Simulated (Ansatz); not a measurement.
One change: `O[SiH](O)N[SiH](F)F` becomes `O[SiH](O)N[SiH2]Cl`.

Ansatz, PBE0-D4/def2-TZVP geometries, multiplicity 1. Each molecule was computed in one conformer, which needn't be the lowest.

| property | `O[SiH](O)N[SiH](F)F` |
| --- | --- |
| HOMO energy (PBE0/def2-TZVPP) / eV | -8.46 |
| size of the dipole moment (B3LYP/def2-TZVPP) / D | 2.18 |
| HOMO energy (B3LYP/def2-TZVPP) / eV | -8.21 |
| HOMO–LUMO gap (ωB97M-V/def2-TZVPP) / eV | 12.93 |
| size of the dipole moment (ωB97M-V/def2-TZVPP) / D | 2.17 |
| size of the dipole moment (PBE/def2-TZVPP) / D | 2.11 |

**Question.** What does the change do to each property? (An estimate is asked.)

**Answer.** The calculation gave: 
```csv
property,`O[SiH](O)N[SiH2]Cl`,shift
HOMO energy (PBE0/def2-TZVPP) / eV,-8.26,0.20
size of the dipole moment (B3LYP/def2-TZVPP) / D,1.76,-0.42
HOMO energy (B3LYP/def2-TZVPP) / eV,-8.00,0.21
HOMO–LUMO gap (ωB97M-V/def2-TZVPP) / eV,12.47,-0.46
size of the dipole moment (ωB97M-V/def2-TZVPP) / D,1.76,-0.41
size of the dipole moment (PBE/def2-TZVPP) / D,1.65,-0.46
```

With PBE0 the HOMO rises by 0.20 eV and the LUMO falls by 0.30 eV, so the gap narrows by about 0.50 eV. PBE moves the HOMO by 0.17 eV and ωB97M-V by 0.21 eV. Dipoles are sizes alone; their direction can turn.

B3LYP here is the variant with VWN-RPA as its local correlation; programs differ in this.
